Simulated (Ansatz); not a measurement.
`C[SiH](F)[SiH3]`, charge 0, multiplicity 1.

Task: Give a relaxed structure at PBE0-D4/def2-TZVP (the Gaussian-basis code of Ansatz). (Estimate.)

Result: Computed: 
Z-matrix (Å, degrees):
```
C
Si 1 1.860
H 1 1.092 2 111.3
H 1 1.094 2 110.0 3 -119.9
H 1 1.093 2 110.6 3 120.7
F 2 1.611 1 108.7 3 -62.3
Si 2 2.346 1 112.5 3 57.7
H 2 1.489 1 110.1 3 -178.9
H 7 1.487 2 111.3 1 -179.0
H 7 1.488 2 110.7 1 -57.7
H 7 1.490 2 108.9 1 61.3
```
This is one stationary point; other conformers may exist.
